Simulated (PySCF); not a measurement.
BH3O3. Atoms are numbered in the order given.

```xyz
7

O     -0.6333     1.2342     0.0000
B     -0.0315     0.0090     0.0000
O      1.3487    -0.0424     0.0000
O     -0.8635    -1.0821     0.0000
H      0.0260     1.9416     0.0000
H      1.7273    -0.9305     0.0000
H     -0.4104    -1.9336     0.0000
```
Charge 0, spin multiplicity 1.

Coordinates come from a TPSSh-D3(BJ)/def2-SVP optimisation. Other conformers were not sampled.

Method: TDDFT-LC-ωPBE/def2-SVPD in PySCF 2.14.0.

Vertical excitations. The molecule is in vacuum. State labels are in the subgroup Cs.

| state | symmetry | energy (eV) | λ (nm) | f | main pairs |
|---|---|---|---|---|---|
| S1 | A" | 8.21 | 151 | 0.000 | HOMO−1→LUMO 79 % |
| S2 | A" | 8.46 | 147 | 0.001 | HOMO→LUMO 75 % |
| S3 | A' | 8.87 | 140 | 0.031 | HOMO−2→LUMO 84 % |
| S4 | A" | 9.41 | 132 | 0.078 | HOMO→LUMO+1 61 %, HOMO−4→LUMO 13 %, HOMO−1→LUMO+2 10 % |
| S5 | A' | 9.86 | 126 | 0.051 | HOMO−3→LUMO 61 %, HOMO−3→LUMO+1 24 % |
| S6 | A" | 10.33 | 120 | 0.008 | HOMO−1→LUMO+1 61 % |
| S7 | A' | 10.37 | 120 | 0.005 | HOMO−2→LUMO+2 45 %, HOMO−5→LUMO 32 % |
| S8 | A" | 10.57 | 117 | 0.008 | HOMO−1→LUMO+2 47 %, HOMO→LUMO+1 9 %, HOMO→LUMO 8 %, HOMO→LUMO+3 8 % |
| S9 | A' | 10.82 | 115 | 0.256 | HOMO→LUMO+7 76 % |
| T1 | A" | 7.88 | 157 | 0 | HOMO−1→LUMO 74 % |
| T2 | A" | 8.15 | 152 | 0 | HOMO→LUMO 68 % |
| T3 | A' | 8.51 | 146 | 0 | HOMO−2→LUMO 79 % |
| T4 | A" | 8.99 | 138 | 0 | HOMO→LUMO+1 52 %, HOMO−4→LUMO 16 %, HOMO−1→LUMO+2 13 % |
Triplets are in the Tamm–Dancoff approximation, which puts them higher than full response would, so one can lie above its singlet here.
